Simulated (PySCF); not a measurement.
PySCF input (HF/def2-TZVPD):

```python
from pyscf import gto, scf, dft

mol = gto.M(
    atom='''
    B    -0.94737187    0.04646185    0.00409826
    F    -1.66651513   -1.05227859    0.00551629
    F    -1.55553930    1.21029743    0.00842209
    Br    0.96386712   -0.04727082   -0.00416962
    ''',
    basis='def2-tzvpd',
    charge=0,
    spin=0,
    verbose=4,
)

mf = scf.RHF(mol).density_fit(auxbasis='def2-universal-jkfit')
mf.conv_tol = 1e-9
mf.max_cycle = 100
mf.max_memory = 1500
mf.kernel()
if not mf.converged:
    mf = mf.newton()
    mf.kernel(mf.make_rdm1())
mf.analyze()
```

Output:

```
PySCF version 2.14.0

[INPUT] verbose = 4
[INPUT] num. atoms = 4
[INPUT] num. electrons = 58
[INPUT] charge = 0
[INPUT] spin (= nelec alpha-beta = 2S) = 0
[INPUT] symmetry False subgroup None
[INPUT] Mole.unit = angstrom
[INPUT] Symbol           X                Y                Z      unit          X                Y                Z       unit  Magmom
[INPUT]  1 B     -0.947371870000   0.046461850000   0.004098260000 AA   -1.790273372417   0.087800171741   0.007744588987 Bohr   0.0
[INPUT]  2 F     -1.666515130000  -1.052278590000   0.005516290000 AA   -3.149257178144  -1.988518341843   0.010424277324 Bohr   0.0
[INPUT]  3 F     -1.555539300000   1.210297430000   0.008422090000 AA   -2.939543252998   2.287130671965   0.015915443496 Bohr   0.0
[INPUT]  4 Br     0.963867120000  -0.047270820000  -0.004169620000 AA    1.821444877273  -0.089328903484  -0.007879439844 Bohr   0.0

nuclear repulsion = 221.979015607854
number of shells = 60
number of NR pGTOs = 274
number of NR cGTOs = 174
basis = def2-tzvpd
ecp = {}

******** <class 'pyscf.df.df_jk.DFRHF'> ********
method = DFRHF
initial guess = minao
damping factor = 0
level_shift factor = 0
DIIS = <class 'pyscf.scf.diis.CDIIS'>
diis_start_cycle = 1
diis_space = 8
diis_damp = 0
SCF conv_tol = 1e-09
SCF conv_tol_grad = None
SCF max_cycles = 100
direct_scf = False
Set gradient conv threshold to 3.16228e-05
Initial guess from minao.
******** <class 'pyscf.df.df.DF'> ********
auxbasis = def2-universal-jkfit
init E= -2795.60897428139
  HOMO = -0.401078284659372  LUMO = 0.0257872310908185  gap/eV = 11.61560
cycle= 1 E= -2796.15571020242  delta_E= -0.547  |g|= 0.653  |ddm|= 1.62
  HOMO = -0.464925226201402  LUMO = 0.0334085297211289  gap/eV = 13.56035
cycle= 2 E= -2796.22067878854  delta_E= -0.065  |g|= 0.379  |ddm|= 0.543
  HOMO = -0.45116571932327  LUMO = 0.0367320026365412  gap/eV = 13.27637
cycle= 3 E= -2796.24255406327  delta_E= -0.0219  |g|= 0.0442  |ddm|= 0.204
  HOMO = -0.448088975127216  LUMO = 0.0374473496846502  gap/eV = 13.21212
cycle= 4 E= -2796.24308324311  delta_E= -0.000529  |g|= 0.0126  |ddm|= 0.0505
  HOMO = -0.448279820229801  LUMO = 0.0374590647515904  gap/eV = 13.21763
cycle= 5 E= -2796.24313156921  delta_E= -4.83e-05  |g|= 0.00259  |ddm|= 0.0146
  HOMO = -0.448509878330945  LUMO = 0.037438064095788  gap/eV = 13.22332
cycle= 6 E= -2796.24313522366  delta_E= -3.65e-06  |g|= 0.00077  |ddm|= 0.00418
  HOMO = -0.448475946537186  LUMO = 0.0374412316475784  gap/eV = 13.22248
cycle= 7 E= -2796.24313558947  delta_E= -3.66e-07  |g|= 0.000266  |ddm|= 0.00123
  HOMO = -0.448493068632078  LUMO = 0.0374408836919026  gap/eV = 13.22294
cycle= 8 E= -2796.24313562537  delta_E= -3.59e-08  |g|= 8.49e-05  |ddm|= 0.000375
  HOMO = -0.448488900655035  LUMO = 0.0374408315077577  gap/eV = 13.22282
cycle= 9 E= -2796.24313562973  delta_E= -4.36e-09  |g|= 2.13e-05  |ddm|= 0.000143
  HOMO = -0.448490371717018  LUMO = 0.0374407228142179  gap/eV = 13.22286
cycle= 10 E= -2796.24313563014  delta_E= -4.11e-10  |g|= 4.98e-06  |ddm|= 4.91e-05
[...]
  HOMO = -0.448490122796512  LUMO = 0.0374407187026567  gap/eV = 13.22285
Extra cycle  E= -2796.24313563015  delta_E= -7.73e-12  |g|= 2.29e-06  |ddm|= 7.23e-06
converged SCF energy = -2796.24313563015
**** SCF Summaries ****
Total Energy =                       -2796.243135630151301
Nuclear Repulsion Energy =             221.979015607854052
One-electron Energy =                -4336.516933643276388
Two-electron Energy =                 1318.294782405271235
Two-electron Coulomb Energy =         1432.142568538841488
DFT Exchange-Correlation Energy =     -113.847786133570253
HOMO-LUMO gap [eV] =                    13.222851707057313
**** MO energy ****
MO #1   energy= -490.044544382827  occ= 2
MO #2   energy= -65.1868666711516  occ= 2
MO #3   energy= -58.5417356808304  occ= 2
MO #4   energy= -58.5410785513971  occ= 2
MO #5   energy= -58.5408382635161  occ= 2
MO #6   energy= -26.3427410472324  occ= 2
MO #7   energy= -26.3427247099995  occ= 2
MO #8   energy= -9.85995302199339  occ= 2
MO #9   energy= -7.78496457402838  occ= 2
MO #10  energy= -7.47079903668354  occ= 2
MO #11  energy= -7.46663352058169  occ= 2
MO #12  energy= -7.46569507049051  occ= 2
MO #13  energy= -3.21295675085798  occ= 2
MO #14  energy= -3.21087804446918  occ= 2
MO #15  energy= -3.20966658429484  occ= 2
MO #16  energy= -3.20466993367782  occ= 2
MO #17  energy= -3.20461383416909  occ= 2
MO #18  energy= -1.67531336132299  occ= 2
MO #19  energy= -1.64489589548912  occ= 2
MO #20  energy= -1.05296497742732  occ= 2
MO #21  energy= -0.845789998024583 occ= 2
MO #22  energy= -0.794372907487431 occ= 2
MO #23  energy= -0.749561493552813 occ= 2
MO #24  energy= -0.744054038340817 occ= 2
MO #25  energy= -0.688194014270296 occ= 2
MO #26  energy= -0.682336394356596 occ= 2
MO #27  energy= -0.549715270188088 occ= 2
MO #28  energy= -0.45663033642123  occ= 2
MO #29  energy= -0.448490122796512 occ= 2
MO #30  energy= 0.0374407187026567 occ= 0
MO #31  energy= 0.0625540775630812 occ= 0
MO #32  energy= 0.0674323740874424 occ= 0
MO #33  energy= 0.0695852785103633 occ= 0
MO #34  energy= 0.116697105123568  occ= 0
MO #35  energy= 0.120726486298874  occ= 0
MO #36  energy= 0.121665435314653  occ= 0
MO #37  energy= 0.144761506986179  occ= 0
MO #38  energy= 0.159890052924013  occ= 0
MO #39  energy= 0.166021104199035  occ= 0
MO #40  energy= 0.174689099739495  occ= 0
MO #41  energy= 0.198924722763635  occ= 0
MO #42  energy= 0.209779730212782  occ= 0
MO #43  energy= 0.211428439371116  occ= 0
MO #44  energy= 0.223927211588383  occ= 0
MO #45  energy= 0.23168519566013   occ= 0
MO #46  energy= 0.239061923570982  occ= 0
MO #47  energy= 0.254170127971076  occ= 0
MO #48  energy= 0.268840449819456  occ= 0
MO #49  energy= 0.278726065865248  occ= 0
MO #50  energy= 0.295374024083318  occ= 0
MO #51  energy= 0.301119649950663  occ= 0
MO #52  energy= 0.329238496980202  occ= 0
MO #53  energy= 0.330180522420511  occ= 0
MO #54  energy= 0.330901241929154  occ= 0
MO #55  energy= 0.373089045494641  occ= 0
MO #56  energy= 0.405496345697433  occ= 0
MO #57  energy= 0.406451956839362  occ= 0
MO #58  energy= 0.450762210387294  occ= 0
MO #59  energy= 0.491850018909948  occ= 0
MO #60  energy= 0.515385525703105  occ= 0
MO #61  energy= 0.570693907454066  occ= 0
MO #62  energy= 0.579112055268432  occ= 0
MO #63  energy= 0.58212903329733   occ= 0
MO #64  energy= 0.589090351854156  occ= 0
MO #65  energy= 0.637199433786368  occ= 0
MO #66  energy= 0.674509623495737  occ= 0
MO #67  energy= 0.682788595039538  occ= 0
MO #68  energy= 0.687403175929776  occ= 0
MO #69  energy= 0.711721727571696  occ= 0
MO #70  energy= 0.723902127783252  occ= 0
MO #71  energy= 0.73785562217856   occ= 0
MO #72  energy= 0.742072977090174  occ= 0
MO #73  energy= 0.74748854234366   occ= 0
MO #74  energy= 0.751660853568222  occ= 0
MO #75  energy= 0.771631581701191  occ= 0
MO #76  energy= 0.78026427940728   occ= 0
MO #77  energy= 0.800642766364539  occ= 0
MO #78  energy= 0.807186260129615  occ= 0
MO #79  energy= 0.860335931189846  occ= 0
MO #80  energy= 0.942163892171198  occ= 0
MO #81  energy= 0.947910208919613  occ= 0
MO #82  energy= 1.0242249509996    occ= 0
MO #83  energy= 1.09482145053036   occ= 0
MO #84  energy= 1.09955420639572   occ= 0
MO #85  energy= 1.15167874131698   occ= 0
MO #86  energy= 1.18568070284424   occ= 0
MO #87  energy= 1.19932018827131   occ= 0
MO #88  energy= 1.24668363001018   occ= 0
MO #89  energy= 1.2519639392289    occ= 0
MO #90  energy= 1.34464626539005   occ= 0
MO #91  energy= 1.3712592982435    occ= 0
MO #92  energy= 1.37670771849051   occ= 0
MO #93  energy= 1.42279670630862   occ= 0
MO #94  energy= 1.51047983888161   occ= 0
MO #95  energy= 1.64221015306794   occ= 0
MO #96  energy= 1.66209195172586   occ= 0
MO #97  energy= 1.70829857272716   occ= 0
MO #98  energy= 1.7481097087497    occ= 0
MO #99  energy= 1.75481162575447   occ= 0
MO #100 energy= 1.76177589857599   occ= 0
MO #101 energy= 1.77317635693775   occ= 0
MO #102 energy= 1.79792078202194   occ= 0
MO #103 energy= 1.8257811140464    occ= 0
MO #104 energy= 1.83282391591764   occ= 0
MO #105 energy= 1.94222135940809   occ= 0
MO #106 energy= 2.0015350556797    occ= 0
MO #107 energy= 2.0295237802233    occ= 0
MO #108 energy= 2.05001489887777   occ= 0
[...]
```
